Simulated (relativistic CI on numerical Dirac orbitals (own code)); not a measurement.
## One change at a time: Pm2+

Base calculation: Dirac-Coulomb-Breit CI, KLI orbitals optimised for each configuration, QED by a radiative potential, valence Slater integrals scaled by 0.85, P86 correlation energy added to each configuration.

Configuration list (outside the closed core [Xe]): 4f⁵, 4f⁴5d, 4f⁴6s, 4f⁴6p, 4f³6s², 4f⁴7s, 4f⁴7p. Levels of other configurations are missing.

Variants: (1) Slater integrals left unscaled; (2) no correlation estimate; (3) only the first 3 configurations. Shifts of the energy above 4f⁵ ⁶H°5/2, in cm⁻¹, for the lowest level and the first level of each name with at least 55 % of one term (blank where a level changes its place among those of its configuration and J or its character, or is not in the variant):

| Level | Base | Δ(1) | Δ(2) | Δ(3) |
| --- | --- | --- | --- | --- |
| 4f⁵ ⁶H°5/2 | 0.0 | 0.0 | 0.0 | 0.0 |
| 4f⁵ ⁶H°7/2 | 789.9 | -14.6 | +0.1 | -0.5 |
| 4f⁵ ⁶H°9/2 | 1725.2 | -17.9 | +0.1 | -0.9 |
| 4f⁴5d ⁶L11/2 | 2710.5 | -531.5 | -3473.2 | -5.5 |
| 4f⁵ ⁶H°11/2 | 2768.3 | -5.0 | +0.1 | -1.1 |
| 4f⁵ ⁶H°13/2 | 3888.1 | +26.9 | +0.1 | -1.1 |
| 4f⁴5d ⁶L13/2 | 4105.2 | -541.5 | -3473.2 | -5.5 |
| 4f⁵ ⁶H°15/2 | 5057.4 | +79.2 | +0.1 | -0.7 |
| 4f⁴5d ⁶K9/2 | 5060.2 | -160.1 | -3473.2 | -5.5 |
| 4f⁴5d ⁶L15/2 | 5627.6 | -538.4 | -3473.2 | -5.5 |
| 4f⁵ ⁶F°1/2 | 5764.9 | +813.2 | -1.3 | +10.8 |
| 4f⁵ ⁶F°3/2 | 5966.6 | +836.0 | -1.4 | +11.5 |
| 4f⁴5d ⁶K11/2 | 6286.2 | -176.2 | -3473.2 | -5.5 |
| 4f⁵ ⁶F°5/2 | 6370.7 | +859.2 | -1.4 | +12.1 |
| 4f⁵ ⁶F°7/2 | 7055.9 | +861.2 | -1.4 | +12.0 |
| 4f⁴5d ⁶L17/2 | 7253.2 | -519.3 | -3473.2 | -5.5 |
| 4f⁴5d ⁶K13/2 | 7624.6 | -175.5 | -3473.2 | -5.5 |
| 4f⁴5d ⁶I7/2 | 7909.0 | +321.4 | -3474.1 | -5.4 |
| 4f⁵ ⁶F°9/2 | 7995.5 | +858.5 | -1.4 | +11.3 |
| 4f⁴5d ⁶L19/2 | 8962.6 | -482.9 | -3473.2 | -5.5 |
| 4f⁴5d ⁶I9/2 | 9025.8 | +294.5 | -3474.2 | -5.4 |
| 4f⁴5d ⁶K15/2 | 9047.2 | -156.2 | -3473.2 | -5.5 |

For a near-neutral ion this model can misplace configurations by up to about 10,000 cm⁻¹ (more where the count of f electrons changes) and terms by 10 to 25 % of their spread. Rates follow the energies as ν³ (E1, M1) or ν⁵ (E2), so they and the lifetimes can be off by large factors. The fine structure of a lone outer electron comes out too small, for d and f at times inverted, and misplaced configurations move strength between like terms.

Ionisation energy from the two ground configurations alone: base 20.89 eV; Slater integrals left unscaled 20.97 eV; no correlation estimate 19.48 eV. The NIST ASD value (semi-empirical) is 22.44 eV. The gap of more than 2 % comes from missing correlation, or from a tabulated value that is itself an estimate.

LS names give the leading component of a level, which can be under half, so a name can repeat, a term be missing and a line seem to break the LS rules.
